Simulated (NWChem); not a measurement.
System: C₄H₄OS; SMILES Oc1cccs1

The following NWChem deck was run.

```
start job
memory heap 200 mb stack 900 mb global 1100 mb
geometry units angstroms noautosym nocenter noautoz
  O     -0.158551    -2.157826     0.000000
  C     -0.225845    -0.816556     0.000000
  C     -1.376471    -0.074371     0.000000
  C     -1.108157     1.325410     0.000000
  C      0.223872     1.627783     0.000000
  S      1.189901     0.193790     0.000000
  H      0.758039    -2.451971     0.000000
  H     -2.366973    -0.528463     0.000000
  H     -1.887524     2.089211     0.000000
  H      0.705863     2.603655     0.000000
end
basis spherical
  * library 6-31g*
end
dft
  xc b3lyp
  iterations 150
end
property
  shielding
end
task dft property
```

All runs use the structure optimised with PBE0/def2-SVP.

GIAO values for the isolated, static molecule; σ is the absolute isotropic shielding, δ = σ(reference) − σ with the isolated reference molecule computed at the same levels (13C: tetramethylsilane, 1H: tetramethylsilane, 17O: water).

Atoms are numbered as in the input.

Question: Give the results of this calculation. (B3LYP/6-31G* (spherical d), GIAO.) Quantities: δ O1 (ppm); δ C3 (ppm); δ C4 (ppm); δ C5 (ppm); σ S6 (ppm); δ H9 (ppm); δ H10 (ppm).

Answer: 
| Item | Value |
|---|---|
| δ O1 (ppm) | 89.0 |
| δ C3 (ppm) | 95.9 |
| δ C4 (ppm) | 117.6 |
| δ C5 (ppm) | 102.6 |
| σ S6 (ppm) | 365.4 |
| δ H9 (ppm) | 6.38 |
| δ H10 (ppm) | 5.66 |
